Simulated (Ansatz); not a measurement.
The same path of C3H7AlB2 (13 atoms, charge 0, multiplicity 1) was run twice with different band settings. The coordinate that changes most is the dihedral H8–B1–C2–Al4.

Level of theory: RKS r2SCAN/cc-pVDZ (Ansatz).

Relaxed end points:

```xyz
13
Properties=species:S:1:pos:R:3
B -2.418 0.023 0.483
C -1.966 1.426 0.614
C -1.072 2.404 0.503
Al -0.208 0.814 -0.132
B 1.257 -0.437 -0.947
C 2.247 -1.323 -0.135
H -3.034 -0.314 -0.505
H -2.340 -0.717 1.440
H -1.135 3.467 0.745
H 1.256 -0.524 -2.156
H 1.823 -2.349 -0.210
H 3.236 -1.399 -0.620
H 2.372 -1.106 0.935
```

```xyz
13
Properties=species:S:1:pos:R:3
B -2.422 0.024 0.483
C -1.966 1.424 0.615
C -1.071 2.401 0.503
Al -0.210 0.809 -0.131
B 1.261 -0.436 -0.948
C 2.251 -1.321 -0.135
H -2.350 -0.718 1.439
H -3.037 -0.311 -0.506
H -1.132 3.464 0.746
H 1.262 -0.519 -2.157
H 1.817 -2.343 -0.203
H 3.237 -1.408 -0.623
H 2.380 -1.100 0.933
```

Common settings: spring 5.0 eV/Å²; optimiser quadratic models (default); start path through a guess of the saddle point; force threshold 0.03 eV/Å; iteration limit 60; end points relaxed.

| run | movable images | climbing image |
| --- | --- | --- |
| 1 | 7 | yes |
| 2 | 8 | no |

(1) What does each run give, and how far can it be trusted?

Answers

(1) Run 1: converged after 29 iterations, highest image 1.037 eV above the first end. A vibrational analysis at the climbing image gives 2 clearly imaginary modes (332i, 63i cm⁻¹): a point of higher order, so a lower path passes nearby.
Run 2: converged after 42 iterations, highest image 0.974 eV above the first end. No image climbed, so the highest image needn't sit at the top of the path.
